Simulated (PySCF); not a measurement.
# Calculated properties of `CC[C@H](C#N)C(F)F`

C₅H₇F₂N.
Cartesian coordinates in Å at the GFN2-xTB level; atoms count from 1:
```
atom  x, y, z in Å
C1     1.9470   -0.3834   -0.0583
C2     0.4915   -0.6936    0.2621
C3    -0.4513    0.3759   -0.3194
C4    -0.2349    1.6532    0.3235
N5    -0.0561    2.6568    0.8378
C6    -1.9226   -0.0300   -0.1638
F7    -2.2060   -0.3858    1.1075
F8    -2.1832   -1.1161   -0.9303
H9     2.1079   -0.3552   -1.1342
H10    2.5920   -1.1488    0.3645
H11    2.2358    0.5787    0.3592
H12    0.2135   -1.6606   -0.1622
H13    0.3489   -0.7429    1.3435
H14   -0.2620    0.4937   -1.3939
H15   -2.6251    0.7661   -0.4580
```

Among its groups: nitrile and C–F bond.

From GFN2-xTB geometry:

| Property | Result |
| --- | --- |
| Point group of the GFN2-xTB geometry | C1 |
| Rotational constants A, B, C of the GFN2-xTB geometry | 2.511, 1.600, 1.171 GHz |

PBE0/def2-SVPD ground state and vertical TDDFT (core frozen in the response) (PySCF):

| Property | Result |
| --- | --- |
| Dipole moment | 2.88 D |
| HOMO energy | -9.64 eV |
| LUMO energy | 0.18 eV |
| HOMO–LUMO gap | 9.82 eV |
| Lowest singlet excitation | 7.83 eV (158 nm, f = 0.000) |
| Strongest line among the 6 lowest singlet transitions | S5 at 9.06 eV (137 nm, f = 0.039) |
| Lowest triplet excitation (Tamm–Dancoff) | 6.43 eV |
| Static isotropic polarisability | 64.4 au |
| Electronic spatial extent ⟨r²⟩ about the centre of nuclear charge | 1022 bohr² |

PBE0/pcSseg-1 ground state and GIAO shieldings, non-relativistic (PySCF):

| Item | Value |
| --- | --- |
| Lowest Hirshfeld atomic charge | -0.21 e on N5 |
| Highest Hirshfeld atomic charge | +0.16 e on C6 |
| 13C chemical shifts (computed TMS as zero) by class | 122.0 (C4), 120.3 (C6), 40.4 (C3), 21.9 (C2), 14.3 (C1) ppm |
| 1H chemical shifts (computed TMS as zero) by class | 6.45 (H15), 2.45 (H14), 1.97 (H12), 1.90 (H13), 1.27 (H9/H10/H11) ppm |
| Isotropic shieldings of nuclei other than C and H, by class | -40 (N5), 310 (F8), 317 (F7) ppm |
| Mayer bond orders between heavy atoms | C1–C2 1.06, C2–C3 0.97, C3–C4 0.95, C4–N5 3.05, C3–C6 0.98, C6–F7 0.96, C6–F8 0.95 |

Monoisotopic mass (most abundant isotopes): 119.0547 u.

The polarisability is 9.54 Å³ as a volume (1 au = 0.148185 Å³), or 1.04 au for each of the 62 electrons. No computed singlet falls in the visible range (750 to 380 nm, 1.65 to 3.26 eV); S1 lies 4.57 eV above its blue end. In atomic units the dipole is 1.13 e·bohr (1 au = 2.5417 D). The principal polarisabilities are 55.0, 66.2 and 72.0 au; their mean is the isotropic value. The 6 singlets span 7.83 to 9.14 eV, and their oscillator strengths add up to 0.08. S1 lies 1.99 eV below the HOMO–LUMO gap; its leading configuration is HOMO−1→LUMO+1, weight 0.51. With B = h/(8π²I), that is 505.379 GHz u Å² over I, the principal moments of inertia are 201.3, 315.8 and 431.5 u Å² (most abundant isotopes); the inertial defect Ic − Ia − Ib is -85.6 u Å² (zero for a rigid planar frame, negative otherwise). A dipole of 2.88 D is allowed in C1, and pure rotational transitions are dipole-allowed.

Isolated species at its GFN2-xTB geometry (one conformer only). NMR classes are plain means over equivalent atoms (diastereotopic ones count apart unless rotation or inversion swaps them), as if these changed places fast; in this geometry the members of some classes differ.
